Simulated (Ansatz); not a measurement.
Molecule: H2S2, net charge 1, doublet state. 
Structure (B3LYP-D3(BJ)/def2-TZVP (Ansatz, an electronic-structure program) minimum search):
```xyz
4

S     -0.7941    -0.0207     0.6135
S      0.7941     0.0207    -0.6135
H     -1.6942     0.0045    -0.3999
H      1.6942    -0.0045     0.3999
```
Charge +1, spin multiplicity 2.

Basis-set convergence of Hartree-Fock and CCSD(T) correlation energies (hartree) with Ansatz. Cores are frozen in the correlated levels unless marked. Open shells are spin-unrestricted. Spin-orbit coupling is left out. Non-relativistic.

```
basis       functions       E(HF)  E(corr, CCSD(T))
----------  ---------  ----------  ----------------
def2-SVP           46  -795.65740          -0.29941
def2-TZVPP        112  -795.94718          -0.38813
def2-QZVPP        200  -795.97043          -0.41507
```

Extrapolating the two largest sets (X = 3 and 4) as X^-3: E(corr) = (64·(-0.41507) - 27·(-0.38813))/37 = -0.4347 Eh, an estimate of the basis-set limit. The largest set recovers 95.5 % of it, the smallest 68.9 %.
